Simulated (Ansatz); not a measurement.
**Molecular dynamics of BrFH2**

The input (input.yaml):

```yaml
crystal:
  periodic: [false, false, false]
  atoms:
    - { symbol: F, position_ang: [0.980388, 0.963755, -0.971195] }
    - { symbol: H, position_ang: [1.13351, 0.772244, -1.851972] }
    - { symbol: Br, position_ang: [-0.802986, -0.296683, 1.505117] }
    - { symbol: H, position_ang: [-0.212669, 0.317246, 0.299715] }
basis:
  gaussian: { orbitals: def2-SVP }
hamiltonian:
  xc: b3lyp
md:
  timestep: 0.5
  n_steps: 250
  ensemble: nvt_langevin
  temperature: 50.0
  initial_velocities: maxwell_boltzmann
  seed: 658886
  friction: 0.01
```

Command:

```bash
$ ansatz run input.yaml --threads 1 --pin off --max-ram 2048MiB --backend cpu --events-out ev --progress --plain --runs-dir out
```

It goes on from the last frame of an earlier run, with new velocities.

Output, in part (one step line in 9, the closing report, with atoms numbered from 0):

```
md step     0: t =     0.00 fs  T =    37.5 K  F+E_penalty+E_count = -72785.89605652 eV  E_kin = 0.019389 eV  (21 SCF iters)
md step     9: t =     4.50 fs  T =    78.5 K  F+E_penalty+E_count = -72785.90562879 eV  E_kin = 0.040580 eV  (23 SCF iters)
md step    18: t =     9.00 fs  T =    89.4 K  F+E_penalty+E_count = -72785.91353158 eV  E_kin = 0.046243 eV  (22 SCF iters)
md step    27: t =    13.50 fs  T =    66.9 K  F+E_penalty+E_count = -72785.89766720 eV  E_kin = 0.034568 eV  (21 SCF iters)
md step    36: t =    18.00 fs  T =    69.7 K  F+E_penalty+E_count = -72785.90250776 eV  E_kin = 0.036042 eV  (24 SCF iters)
md step    45: t =    22.50 fs  T =   112.3 K  F+E_penalty+E_count = -72785.91969391 eV  E_kin = 0.058077 eV  (23 SCF iters)
md step    54: t =    27.00 fs  T =   104.2 K  F+E_penalty+E_count = -72785.91528188 eV  E_kin = 0.053881 eV  (24 SCF iters)
md step    63: t =    31.50 fs  T =    92.1 K  F+E_penalty+E_count = -72785.91644327 eV  E_kin = 0.047644 eV  (23 SCF iters)
md step    72: t =    36.00 fs  T =   104.5 K  F+E_penalty+E_count = -72785.93396991 eV  E_kin = 0.054017 eV  (24 SCF iters)
md step    81: t =    40.50 fs  T =   116.8 K  F+E_penalty+E_count = -72785.94186014 eV  E_kin = 0.060370 eV  (23 SCF iters)
md step    90: t =    45.00 fs  T =    93.6 K  F+E_penalty+E_count = -72785.93600569 eV  E_kin = 0.048396 eV  (22 SCF iters)
md step    99: t =    49.50 fs  T =    97.5 K  F+E_penalty+E_count = -72785.94080935 eV  E_kin = 0.050421 eV  (24 SCF iters)
md step   108: t =    54.00 fs  T =   121.0 K  F+E_penalty+E_count = -72785.95076798 eV  E_kin = 0.062586 eV  (23 SCF iters)
md step   117: t =    58.50 fs  T =   121.4 K  F+E_penalty+E_count = -72785.94452634 eV  E_kin = 0.062756 eV  (23 SCF iters)
md step   126: t =    63.00 fs  T =    86.9 K  F+E_penalty+E_count = -72785.93939722 eV  E_kin = 0.044931 eV  (22 SCF iters)
md step   135: t =    67.50 fs  T =   100.9 K  F+E_penalty+E_count = -72785.95101694 eV  E_kin = 0.052170 eV  (24 SCF iters)
md step   144: t =    72.00 fs  T =    96.9 K  F+E_penalty+E_count = -72785.94880575 eV  E_kin = 0.050080 eV  (24 SCF iters)
md step   153: t =    76.50 fs  T =    52.9 K  F+E_penalty+E_count = -72785.93890450 eV  E_kin = 0.027336 eV  (21 SCF iters)
md step   162: t =    81.00 fs  T =    41.8 K  F+E_penalty+E_count = -72785.94249092 eV  E_kin = 0.021638 eV  (23 SCF iters)
md step   171: t =    85.50 fs  T =    36.9 K  F+E_penalty+E_count = -72785.93961494 eV  E_kin = 0.019070 eV  (24 SCF iters)
md step   180: t =    90.00 fs  T =    11.8 K  F+E_penalty+E_count = -72785.93150818 eV  E_kin = 0.006111 eV  (21 SCF iters)
md step   189: t =    94.50 fs  T =    14.7 K  F+E_penalty+E_count = -72785.93138374 eV  E_kin = 0.007603 eV  (20 SCF iters)
md step   198: t =    99.00 fs  T =    18.7 K  F+E_penalty+E_count = -72785.93610964 eV  E_kin = 0.009654 eV  (21 SCF iters)
md step   207: t =   103.50 fs  T =    19.3 K  F+E_penalty+E_count = -72785.93702461 eV  E_kin = 0.009956 eV  (20 SCF iters)
md step   216: t =   108.00 fs  T =    34.2 K  F+E_penalty+E_count = -72785.94025194 eV  E_kin = 0.017689 eV  (22 SCF iters)
md step   225: t =   112.50 fs  T =    56.5 K  F+E_penalty+E_count = -72785.94374365 eV  E_kin = 0.029212 eV  (24 SCF iters)
md step   234: t =   117.00 fs  T =    53.4 K  F+E_penalty+E_count = -72785.94341747 eV  E_kin = 0.027593 eV  (22 SCF iters)
md step   243: t =   121.50 fs  T =    68.6 K  F+E_penalty+E_count = -72785.94642915 eV  E_kin = 0.035450 eV  (23 SCF iters)
md step   250: t =   125.00 fs  T =    74.4 K  F+E_penalty+E_count = -72785.94869951 eV  E_kin = 0.038457 eV  (21 SCF iters)
Total energy: -72785.94887424 eV, -2674.8342850404 hartree
Atom 0 at     0.908162     0.922084    -1.119465 Å, force     0.039333     0.002409     0.024476 eV/Å
Atom 1 at     0.285837     0.394818    -1.561976 Å, force    -0.017380    -0.001591    -0.012504 eV/Å
Atom 2 at    -0.728422    -0.256911     1.546544 Å, force    -0.057079    -0.055782     0.095599 eV/Å
Atom 3 at     0.265449     0.366854     0.729340 Å, force     0.035126     0.054964    -0.107571 eV/Å
Dipole moment:    -0.046823    -0.079151    -0.390239 e Å
```

All steps were run. A run of 0.12 ps of so small a system gives no equilibrium averages.

The same pairs are bonded in the first frame and the last. Pairs count as bonded within 1.25 times the sum of covalent radii (0.12 Å more for H–H).

Last frame:

```xyz
4
Properties=species:S:1:pos:R:3
F 0.908 0.922 -1.119
H 0.286 0.395 -1.562
Br -0.728 -0.257 1.546
H 0.265 0.367 0.729
```

Time of the run: 3.9 min on 1 CPU thread of a shared host.
